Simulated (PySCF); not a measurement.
**Identify the compound**

Molecular formula: C4H2ClF3N2. Simulated spectra:

¹H NMR (400 MHz, computed): δ 8.92 (br s, 1H), 6.86 (s, 1H).

¹³C{¹H} NMR (computed): δ 144.3 (C), 137.4 (C), 127.4 (C), 118.2 (CH).

One averaged value for each set of equivalent atoms, in vacuum, non-relativistic Hamiltonian, one conformer. σ from GIAO-PBE0/pcSseg-1; GFN2-xTB geometry; PySCF 2.14.0 with density-fitted response routines.

Shifts are taken against calculated references (same method and geometry level): TMS for ¹H and ¹³C.

**Question.** Deduce the structure.

**Answer.** 
The formula gives 3 degrees of unsaturation (1 ring in the answer). 4 carbon signals for 4 carbons: no two carbons are equivalent. Carbon types of the structure: 3 × C, 1 × CH, leaving 1 H on heteroatoms. δC 144.3: aromatic carbon bearing chlorine. δC 137.4: substituted aromatic carbon next to a ring nitrogen. δC 127.4: CF3 carbon; 3 electronegative neighbours deshield it. δC 118.2: aromatic CH next to a ring nitrogen. δH 8.92: hydrogen on a pyrrole-type ring nitrogen; exchangeable, gas-phase position. δH 6.86: hydrogen on an aromatic CH next to a ring nitrogen; the ring current deshields protons in the ring plane.

These data were computed for `FC(F)(F)c1nc(Cl)c[nH]1`.

The shifts were computed for this structure.

The OH or NH signal is concentration- and solvent-dependent in practice; the value given is the gas-phase one. Carbons that carry Cl, above all several Cl atoms, come out too deshielded, partly because spin–orbit coupling is missing. Splittings by ¹⁹F in the carbon and heteronuclear signals aren't shown, as no couplings were computed. Shifts are as computed. Against solution values, carbons near 30 ppm lie about +3 ppm off and those near 130 ppm about +5 ppm; carbons on Cl a further +6 ppm. Of 1211 compounds with measured shifts, 218 miss one by over three times the rms of a fit or turn the order of signals round; such compounds aren't used in these exercises.
